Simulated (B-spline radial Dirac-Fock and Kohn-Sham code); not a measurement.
# K-line shifts caused by a second vacancy in Ag²⁺

System: Ag²⁺, configuration [Kr] 4d9, inside a Watson sphere of charge -2 and radius 1.8 Å (a model of the Madelung potential; inside it an electron's potential energy is raised by 16.0 eV).

Level of theory: Dirac-Fock (average of configuration) total-energy differences with a finite nucleus, the Breit interaction including its frequency dependence, and self-energy and vacuum-polarisation corrections; an atomic code on a B-spline grid. Each two-hole energy is an average over J within one jj subconfiguration, not an observable level; in light atoms, where LS coupling holds, the j-resolved values are not observed lines, and for a K spectator the Kα1 hypersatellite is nearly forbidden. The model has no electron correlation.

Lines without a spectator: Kα2 (K-L2) 21988.3 eV, Kα1 (K-L3) 22161.2 eV, Kβ3 (K-M2) 24907.7 eV, Kβ1 (K-M3) 24939.0 eV. Shifts in eV with one spectator hole (a dash: not computed, or left out as unreliable):

| spectator hole | Kα2 | Kα1 | Kβ3 | Kβ1 |
| --- | --- | --- | --- | --- |
| L2 (2p1/2) | +58.0 | +72.8 | – | +155.1 |
| L3 (2p3/2) | +57.9 | +57.7 | +139.1 | – |
| M2 (3p1/2) | – | +8.07 | +18.11 | +22.11 |
| M3 (3p3/2) | +6.13 | – | +19.02 | +18.43 |
| M4 (3d3/2) | +0.98 | -1.44 | – | – |

Question: Where does the K-L3 hypersatellite lie, emitted when both K electrons are missing?

Answer: +549.4 eV from the normal line, at 22710.6 eV. Removing both K electrons costs 51801.5 eV, which is 740.4 eV more than twice the K binding energy.

With n spectator holes in 2p, averaged over the 2p shell (energies in eV):

```
n     KαLⁿ   step  hypersatellite KαʰLⁿ
0  22103.5      –               22648.0
1  22165.4  +61.8               22711.2
2  22228.4  +63.1               22775.7
3  22292.7  +64.3               22841.4
4  22358.3  +65.5               22908.3
5  22425.1  +66.8               22976.5
```
